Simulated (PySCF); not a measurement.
disilylmethane (CH$_{8}$Si$_{2}$), singlet, geometry from GFN2-xTB, with bond 10-3 at 1.25 times its length; HF/3-21G in PySCF.

Here is a job for PySCF.
```python
from pyscf import gto, scf

mol = gto.M(
    atom='''
Si    1.469501    0.675243   -0.004315
C     0.249959   -0.773362   -0.140745
Si   -1.582865   -0.324499    0.068147
H     2.839701    0.182994   -0.185178
H     1.181014    1.668952   -1.040543
H     1.358676    1.297376    1.316715
H     0.513805   -1.524899    0.604684
H     0.384534   -1.254531   -1.110514
H    -1.982528    0.632796   -0.965442
H    -1.860365    0.407650    1.722733
H    -2.402995   -1.534148   -0.060719
''',
    basis='3-21g',
    charge=0,
    spin=0,
    verbose=4,
)

mf = scf.RHF(mol)
mf.kernel()
mo_i, mo_e, stable_i, stable_e = mf.stability(internal=True, external=True, return_status=True, nroots=6, tol=1e-6)
print('internally stable:', stable_i, ' externally stable:', stable_e)
if not stable_e:
    umf = mf.to_uhf() if not hasattr(mf, 'xc') else mf.to_uks()
    umf.scf_summary = {}
    umf.kernel(umf.make_rdm1(mo_e, umf.mo_occ))
mf.analyze()
```

Task: What does PySCF print? Leave out banner, timings and long lists.

Result: 
```
PySCF version 2.14.0

[INPUT] verbose = 4
[INPUT] num. atoms = 11
[INPUT] num. electrons = 42
[INPUT] charge = 0
[INPUT] spin (= nelec alpha-beta = 2S) = 0
[INPUT] symmetry False subgroup None
[INPUT] Mole.unit = angstrom
[INPUT] Symbol           X                Y                Z      unit          X                Y                Z       unit  Magmom
[INPUT]  1 Si     1.469501000000   0.675243000000  -0.004315000000 AA    2.776954429774   1.276024337530  -0.008154168227 Bohr   0.0
[INPUT]  2 C      0.249959000000  -0.773362000000  -0.140745000000 AA    0.472354052370  -1.461442375146  -0.265969503402 Bohr   0.0
[INPUT]  3 Si    -1.582865000000  -0.324499000000   0.068147000000 AA   -2.991181342160  -0.613214237695   0.128779166211 Bohr   0.0
[INPUT]  4 H      2.839701000000   0.182994000000  -0.185178000000 AA    5.366257165654   0.345808542439  -0.349935704295 Bohr   0.0
[INPUT]  5 H      1.181014000000   1.668952000000  -1.040543000000 AA    2.231793009277   3.153862195045  -1.966341290833 Bohr   0.0
[INPUT]  6 H      1.358676000000   1.297376000000   1.316715000000 AA    2.567525532020   2.451685320584   2.488230734107 Bohr   0.0
[INPUT]  7 H      0.513805000000  -1.524899000000   0.604684000000 AA    0.970950731432  -2.881641477623   1.142687151906 Bohr   0.0
[INPUT]  8 H      0.384534000000  -1.254531000000  -1.110514000000 AA    0.726663945584  -2.370720004777  -2.098567317495 Bohr   0.0
[INPUT]  9 H     -1.982528000000   0.632796000000  -0.965442000000 AA   -3.746434954282   1.195811132720  -1.824420969152 Bohr   0.0
[INPUT] 10 H     -1.860365000000   0.407650000000   1.722733000000 AA   -3.515580341726   0.770346854679   3.255493555750 Bohr   0.0
[INPUT] 11 H     -2.402995000000  -1.534148000000  -0.060719000000 AA   -4.541002428699  -2.899119554549  -0.114742280557 Bohr   0.0

nuclear repulsion = 149.146514530891
number of shells = 35
number of NR pGTOs = 93
number of NR cGTOs = 51
basis = 3-21g
ecp = {}

******** <class 'pyscf.scf.hf.RHF'> ********
method = RHF
initial guess = minao
damping factor = 0
level_shift factor = 0
DIIS = <class 'pyscf.scf.diis.CDIIS'>
diis_start_cycle = 1
diis_space = 8
diis_damp = 0
SCF conv_tol = 1e-09
SCF conv_tol_grad = None
SCF max_cycles = 50
direct_scf = True
direct_scf_tol = 1e-13
Set gradient conv threshold to 3.16228e-05
Initial guess from minao.
init E= -616.388022380463
cycle= 1 E= -617.028400636789  delta_E= -0.64  |g|= 0.218  |ddm|= 2.51
cycle= 2 E= -617.051523516084  delta_E= -0.0231  |g|= 0.0531  |ddm|= 0.452
cycle= 3 E= -617.052992762875  delta_E= -0.00147  |g|= 0.0126  |ddm|= 0.128
cycle= 4 E= -617.053052747691  delta_E= -6e-05  |g|= 0.00313  |ddm|= 0.0248
cycle= 5 E= -617.053056132665  delta_E= -3.38e-06  |g|= 0.000559  |ddm|= 0.00574
cycle= 6 E= -617.053056334202  delta_E= -2.02e-07  |g|= 0.000121  |ddm|= 0.00166
cycle= 7 E= -617.053056346298  delta_E= -1.21e-08  |g|= 2.42e-05  |ddm|= 0.000371
cycle= 8 E= -617.05305634681  delta_E= -5.12e-10  |g|= 4.42e-06  |ddm|= 8.11e-05
Extra cycle  E= -617.053056346826  delta_E= -1.6e-11  |g|= 1.67e-06  |ddm|= 8.97e-06
converged SCF energy = -617.053056346826
rhf_internal: lowest eigs of H = [1.43189274 1.46807179 1.52732742 1.54374791 1.57581644 1.5949741 ]
<class 'pyscf.scf.hf.RHF'> wavefunction is stable in the internal stability analysis
rhf_real2complex: lowest eigs of H = [0.31997502 0.34833939 0.35433005 0.369228   0.37403039 0.38212729]
<class 'pyscf.scf.hf.RHF'> wavefunction is stable in the real -> complex stability analysis
rhf_external: lowest eigs of H = [0.10567049 0.23986906 0.25208784 0.26483074 0.26786184 0.27597283]
<class 'pyscf.scf.hf.RHF'> wavefunction is stable in the RHF/RKS -> UHF/UKS stability analysis
internally stable: True  externally stable: True
**** SCF Summaries ****
Total Energy =                        -617.053056346825656
Nuclear Repulsion Energy =             149.146514530890840
One-electron Energy =                -1150.314993758670198
Two-electron Energy =                  384.115422880953759
Two-electron Coulomb Energy =          432.700952922089186
DFT Exchange-Correlation Energy =      -48.585530041135428
**** MO energy ****
MO #1   energy= -68.3184298368587  occ= 2
MO #2   energy= -68.293813003191   occ= 2
MO #3   energy= -11.164886958762   occ= 2
MO #4   energy= -6.12411341250799  occ= 2
MO #5   energy= -6.10529430130746  occ= 2
MO #6   energy= -4.22045839025989  occ= 2
MO #7   energy= -4.21979964286497  occ= 2
MO #8   energy= -4.21892748728341  occ= 2
MO #9   energy= -4.20118774452333  occ= 2
MO #10  energy= -4.20113589699603  occ= 2
MO #11  energy= -4.20026753297416  occ= 2
MO #12  energy= -0.959089993844393 occ= 2
MO #13  energy= -0.72862804158013  occ= 2
MO #14  energy= -0.698247002607248 occ= 2
MO #15  energy= -0.583709273972292 occ= 2
MO #16  energy= -0.526158795272718 occ= 2
MO #17  energy= -0.488889778975401 occ= 2
MO #18  energy= -0.475662604408396 occ= 2
MO #19  energy= -0.459648896777139 occ= 2
MO #20  energy= -0.430569285474954 occ= 2
MO #21  energy= -0.423156283603021 occ= 2
MO #22  energy= 0.149073796088554  occ= 0
MO #23  energy= 0.167246301395878  occ= 0
MO #24  energy= 0.187335115058522  occ= 0
MO #25  energy= 0.203475498407867  occ= 0
MO #26  energy= 0.218544872375049  occ= 0
MO #27  energy= 0.249008326675817  occ= 0
MO #28  energy= 0.284844237110139  occ= 0
MO #29  energy= 0.301640190990999  occ= 0
 ** Mulliken pop on meta-lowdin orthogonal AOs  **
 ** Mulliken pop  **
 ** Mulliken atomic charges  **
charge of    0Si =      0.56783
charge of    1C =     -0.66440
charge of    2Si =      0.52880
charge of    3H =     -0.11326
charge of    4H =     -0.11611
charge of    5H =     -0.11278
charge of    6H =      0.11814
charge of    7H =      0.11655
charge of    8H =     -0.10739
charge of    9H =     -0.11279
charge of   10H =     -0.10459
Dipole moment(X, Y, Z, Debye):  0.35674, -0.76024, -0.64059
```
